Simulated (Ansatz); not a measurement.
Method: Ansatz (a program for electronic structure) with frozen-core CCSD(T)/def2-TZVPP // PBE-D3(BJ)/def2-SVP.

Ansatz 0.2 input:
```yaml
crystal:
  periodic: [false, false, false]
  atoms:
    - { symbol: W, position_ang: [-0.095169, 0.066262, -0.038762] }
    - { symbol: O, position_ang: [0.873088, -0.083015, 1.634555] }
    - { symbol: H, position_ang: [1.838694, -0.097116, 1.464859] }
    - { symbol: O, position_ang: [-0.322478, 1.956377, 0.415172] }
    - { symbol: H, position_ang: [-0.010785, 2.122213, 1.32696] }
    - { symbol: O, position_ang: [-0.557753, -1.683431, -0.688993] }
    - { symbol: H, position_ang: [-1.483451, -1.911632, -0.891776] }
    - { symbol: O, position_ang: [-0.510271, 0.814111, -1.771819] }
    - { symbol: H, position_ang: [-0.458482, 1.788369, -1.820295] }
    - { symbol: O, position_ang: [1.752245, -0.233973, -0.647449] }
    - { symbol: H, position_ang: [1.837269, -0.278172, -1.619684] }
    - { symbol: N, position_ang: [-1.818666, -0.166123, 0.94416] }
    - { symbol: H, position_ang: [-2.240419, 0.604116, 1.474041] }
    - { symbol: H, position_ang: [-2.237194, -1.058826, 1.226264] }
basis:
  gaussian: { orbitals: def2-TZVPP }
correlation:
  method: ccsd_t
```

Output:

```
Functional definition: HF
2151 factors; integrals over basis functions are off by at most 9.8e-4 eV
mean field evaluation 1: about -13579.0105 eV, gradient 9.2e1 eV
mean field evaluation 2: about -13579.4026 eV, gradient 9.3e1 eV
mean field evaluation 4: about -13593.6592 eV, gradient 1.2e1 eV
mean field evaluation 8: about -13594.0119 eV, gradient 9.4e-1 eV
mean field evaluation 16: about -13594.0149 eV, gradient 6.9e-6 eV
mean field -13594.01491934 eV, -499.5708339314 hartree, gradient 6.9e-6 eV, S^2 0.000000; 0 other end points of the search recorded, 0 dependent functions left out
6 core orbitals not correlated
reference -13594.01491934 eV, -499.5708339314 hartree; 28, 28 occupied and 306, 306 virtual orbitals, 2151 factors
second order -53.64978006 eV of doubles, -0.00000000 eV of singles
cycle   1  -50.46065947 eV  change     3.2e0 eV  update   2.8e-1
cycle   2  -52.22855798 eV  change    -1.8e0 eV  update   1.6e-1
cycle   3  -52.69854629 eV  change   -4.7e-1 eV  update   5.4e-2
cycle   4  -52.69742367 eV  change    1.1e-3 eV  update   2.4e-2
cycle   5  -52.67086805 eV  change    2.7e-2 eV  update   9.0e-3
cycle   6  -52.67368907 eV  change   -2.8e-3 eV  update   4.2e-3
cycle   7  -52.67637381 eV  change   -2.7e-3 eV  update   2.1e-3
cycle   8  -52.67504896 eV  change    1.3e-3 eV  update   9.8e-4
cycle   9  -52.67515867 eV  change   -1.1e-4 eV  update   4.6e-4
cycle  10  -52.67638943 eV  change   -1.2e-3 eV  update   2.5e-4
cycle  11  -52.67569336 eV  change    7.0e-4 eV  update   1.2e-4
cycle  12  -52.67545884 eV  change    2.3e-4 eV  update   6.9e-5
cycle  13  -52.67563148 eV  change   -1.7e-4 eV  update   3.2e-5
cycle  14  -52.67556196 eV  change    7.0e-5 eV  update   1.8e-5
perturbative correction -2.58236112 eV, -0.0949000207 hartree
Total energy: -13649.27284242 eV, -501.6015251495 hartree
```

Cost: very roughly 2.9 core-hours.
